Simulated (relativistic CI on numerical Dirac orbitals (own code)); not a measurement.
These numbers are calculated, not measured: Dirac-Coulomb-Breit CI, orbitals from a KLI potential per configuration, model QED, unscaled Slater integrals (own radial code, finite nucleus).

The strongest absorption lines from the ground level of an ion, among the configurations computed and to levels below about 3910 eV (vacuum wavelength in Å, gf): 3.1777 (0.051), 3.1820 (0.027), 3.5417 (0.12), 3.5520 (0.065), 4.7078 (0.48), 4.7515 (0.27), 78.411 (0.1), 162.64 (0.024).

Question: Which ion is it?
A. Br³²⁺
B. Nb³⁸⁺
C. Sr³⁷⁺
D. Sr³⁵⁺

Answer: D. Sr³⁵⁺ has 3 electrons and the ground level 2s 2S_1/2; the strongest line goes to 3p 2P°_3/2. The pattern of lines fixes the number of electrons, and along that sequence the line energies rise steadily with the charge (about as its square where n changes within one kind of shell, about linearly where n is kept but much faster in heavy ions where fine structure, which grows about as Z⁴, sets the gap, and irregularly where shells cross), which fixes Z. Configurations outside the model, such as inner-shell arrays, can give stronger lines. At this charge energies of transitions that change n are usually good to better than 1 %, and those within a shell (Δn = 0) to a few per cent.
